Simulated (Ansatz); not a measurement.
Ansatz (a first-principles code) input (CCSD(T)/aug-cc-pVDZ):

Ansatz 0.2 input:
```yaml
crystal:
  periodic: [false, false, false]
  atoms:
    - {symbol: C, position_ang: [2.94221245, 0.59951486, -0.22621355]}
    - {symbol: C, position_ang: [2.25999723, -0.77323867, -0.09438751]}
    - {symbol: C, position_ang: [1.21942471, -0.82111382, 0.96964766]}
    - {symbol: C, position_ang: [-0.22832096, -0.96955145, 0.66128513]}
    - {symbol: C, position_ang: [-0.86345207, 0.30132387, 0.05724375]}
    - {symbol: C, position_ang: [-2.33495867, 0.10806597, -0.27814118]}
    - {symbol: O, position_ang: [-2.95200825, 1.28724745, -0.78409585]}
    - {symbol: H, position_ang: [2.21793219, 1.37328332, -0.48633969]}
    - {symbol: H, position_ang: [3.41268976, 0.88949472, 0.71531937]}
    - {symbol: H, position_ang: [3.71542138, 0.58051874, -0.99756031]}
    - {symbol: H, position_ang: [1.81734488, -1.05201025, -1.05579387]}
    - {symbol: H, position_ang: [3.03922199, -1.51985083, 0.10958642]}
    - {symbol: H, position_ang: [1.52033001, -0.59694683, 1.98718774]}
    - {symbol: H, position_ang: [-0.78120258, -1.23964608, 1.56525727]}
    - {symbol: H, position_ang: [-0.37222025, -1.79151662, -0.05272865]}
    - {symbol: H, position_ang: [-0.76126507, 1.13534678, 0.75552475]}
    - {symbol: H, position_ang: [-0.31902824, 0.57889712, -0.85214659]}
    - {symbol: H, position_ang: [-2.89532945, -0.14857761, 0.62282761]}
    - {symbol: H, position_ang: [-2.45205495, -0.72514251, -0.98389557]}
    - {symbol: H, position_ang: [-2.49518971, 1.54816575, -1.59107750]}
basis:
  gaussian:
    orbitals: aug-cc-pVDZ
magnetization: {spin_polarized: true, initial_magnetization: 1}
correlation: {method: ccsd_t, electrons: outside_noble_gas}
output: {forces: true}
```

End of the output:

```
Atom 6 at    -2.952008     1.287247    -0.784096 Å, force    -0.350707     0.394526     0.010270 eV/Å
Atom 7 at     2.217932     1.373283    -0.486340 Å, force    -0.347746     0.344109    -0.122991 eV/Å
Atom 8 at     3.412690     0.889495     0.715319 Å, force     0.208962     0.113875     0.429058 eV/Å
Atom 9 at     3.715421     0.580519    -0.997560 Å, force     0.333610    -0.014191    -0.339262 eV/Å
Atom 10 at     1.817345    -1.052010    -1.055794 Å, force    -0.208670    -0.113192    -0.423962 eV/Å
Atom 11 at     3.039222    -1.519851     0.109586 Å, force     0.308815    -0.299247     0.089827 eV/Å
Atom 12 at     1.520330    -0.596947     1.987188 Å, force     0.140650     0.109465     0.491647 eV/Å
Atom 13 at    -0.781203    -1.239646     1.565257 Å, force    -0.239273    -0.111773     0.409520 eV/Å
Atom 14 at    -0.372220    -1.791517    -0.052729 Å, force    -0.044936    -0.349418    -0.311546 eV/Å
Atom 15 at    -0.761265     1.135347     0.755525 Å, force     0.040653     0.372842     0.327267 eV/Å
Atom 16 at    -0.319028     0.578897    -0.852147 Å, force     0.245644     0.115090    -0.414530 eV/Å
Atom 17 at    -2.895329    -0.148578     0.622828 Å, force    -0.242806    -0.093579     0.391400 eV/Å
Atom 18 at    -2.452055    -0.725143    -0.983896 Å, force    -0.041804    -0.322943    -0.287186 eV/Å
Atom 19 at    -2.495190     1.548166    -1.591077 Å, force     0.115108     0.023701    -0.166516 eV/Å
Dipole moment:     0.295117    -0.150763    -0.138521 e Å
```

It need not be the lowest isomer of its formula.
